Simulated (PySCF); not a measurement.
Species: 1-ethylimidazole, C5H8N2.
Atom-mapped SMILES: `[CH3:1][CH2:2][n:3]1[cH:4][cH:5][n:6][cH:7]1` (hydrogens: H8, H9, H10 on C1; H11, H12 on C2; H13 on C4; H14 on C5; H15 on C7)

Method: PBE0-D3(BJ)/def2-SVP geometry optimisation, gas phase (PySCF 2.14.0); density fitting, grid level 1; the optimiser is geomeTRIC in internal coordinates, started from a GFN2-xTB structure with every atom displaced at random (about 0.01 Å).

Step 0: E = -8279.7454 eV
```
atom  x, y, z in Å  |  force x, y, z in eV/Å
C1     -2.1166    0.5669    0.4160   -0.656   1.224  -0.567
C2     -1.2984   -0.1233   -0.6474   -0.251   0.094   0.614
N3      0.0786   -0.1388   -0.2896    2.417   0.059   0.292
C4      1.0430    0.8607   -0.5006   -3.159   0.527  -1.211
C5      2.1724    0.4297    0.0626    0.955  -0.229   0.581
N6      1.9942   -0.7815    0.6351    0.702  -0.689   0.490
C7      0.7617   -1.0995    0.4141   -1.157  -0.036  -0.326
H8     -1.7933    1.6288    0.5221   -0.087  -0.458   0.059
H9     -3.1853    0.5939    0.1375    0.091  -0.050   0.006
H10    -2.0434    0.0875    1.3810    0.188  -0.362   0.578
H11    -1.6402   -1.1557   -0.7512   -0.025  -0.264  -0.269
H12    -1.3895    0.3904   -1.6019   -0.182   0.048  -0.446
H13     0.7289    1.7613   -1.0433    0.384  -0.151   0.160
H14     3.1078    0.9336    0.1190    0.897   0.486  -0.029
H15     0.2773   -2.0194    0.7271   -0.117  -0.201   0.068
```

Step 1: E = -8279.9042 eV
```
atom  x, y, z in Å  |  force x, y, z in eV/Å
C1     -2.1492    0.5975    0.4124    0.132  -0.128   0.204
C2     -1.2998   -0.1228   -0.6193    0.008  -0.001  -0.141
N3      0.1113   -0.1449   -0.2909   -0.285   0.150  -0.019
C4      1.0109    0.8695   -0.5002    0.505  -0.329   0.248
C5      2.1895    0.4301    0.0731   -0.198   0.217  -0.114
N6      2.0194   -0.8016    0.6290   -0.076  -0.097   0.031
C7      0.7653   -1.1153    0.4021    0.191  -0.010   0.000
H8     -1.8230    1.6391    0.5335    0.005   0.065  -0.006
H9     -3.2044    0.5970    0.1113   -0.088   0.003  -0.032
H10    -2.0695    0.1034    1.3963   -0.022   0.062  -0.100
H11    -1.6308   -1.1671   -0.7348    0.014   0.028   0.004
H12    -1.4129    0.3539   -1.6078    0.032  -0.058   0.046
H13     0.7733    1.7807   -1.0330   -0.170   0.135  -0.108
H14     3.1457    0.9554    0.1047   -0.037  -0.055  -0.001
H15     0.2715   -2.0406    0.7040   -0.011   0.019  -0.012
```

Task: Estimate the geometry and energy of step 2. (The exact step hangs on the optimiser's Hessian estimate; all steps are aligned on step 1, rigid shifts and turns removed.)

Result: E = -8279.9077 eV, largest force 0.258 eV/Å
```
atom  x, y, z in Å  |  force x, y, z in eV/Å
C1     -2.1482    0.5971    0.4153    0.008  -0.004   0.021
C2     -1.3029   -0.1237   -0.6208    0.037   0.054  -0.048
N3      0.1066   -0.1379   -0.2930    0.116  -0.064   0.066
C4      1.0198    0.8644   -0.4980    0.099   0.231  -0.056
C5      2.1936    0.4325    0.0797   -0.191   0.031  -0.091
N6      2.0175   -0.8023    0.6307   -0.082  -0.089   0.008
C7      0.7651   -1.1110    0.3942    0.069  -0.127   0.098
H8     -1.8267    1.6433    0.5284   -0.010  -0.002  -0.013
H9     -3.2075    0.5913    0.1183   -0.002   0.007   0.001
H10    -2.0634    0.1109    1.3990    0.003   0.000  -0.014
H11    -1.6284   -1.1693   -0.7306    0.006   0.000   0.010
H12    -1.4172    0.3448   -1.6109   -0.005  -0.003   0.001
H13     0.7700    1.7770   -1.0354   -0.038  -0.011   0.012
H14     3.1506    0.9529    0.1137   -0.005  -0.015  -0.002
H15     0.2682   -2.0360    0.6898   -0.007  -0.009   0.008
```

The energy changes by -0.0035 eV. The first-order estimate −F·Δx gives -0.0105 eV and the mean of the old and new forces, exact on a quadratic surface, -0.0033 eV. The step makes an angle of 70° with the force vector and moves no atom by more than 0.015 Å.

The cost below is that of the whole optimisation. On an Intel Xeon at 2.80 GHz with one thread, shared host with 64 logical CPUs at a one-minute load of 13, this took 52 s and 0.61 GiB of memory at its peak.
